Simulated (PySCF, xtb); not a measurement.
C₃S₂, SMILES S=C=C=C=S.

xtb 6.7.1 with GFN2-xTB at its own geometry gives an orbital gap of 2.24 eV and a dipole moment of 0.01 D.

Geometry optimised at PBE0-D3(BJ)/def2-SVP.

Q: What does PBE/def2-TZVP run with PySCF give? (Estimate from the structure and the level; the computed values follow.)

A: gap 2.73 eV (levels -6.34 and -3.61 eV), dipole 0.00 D.
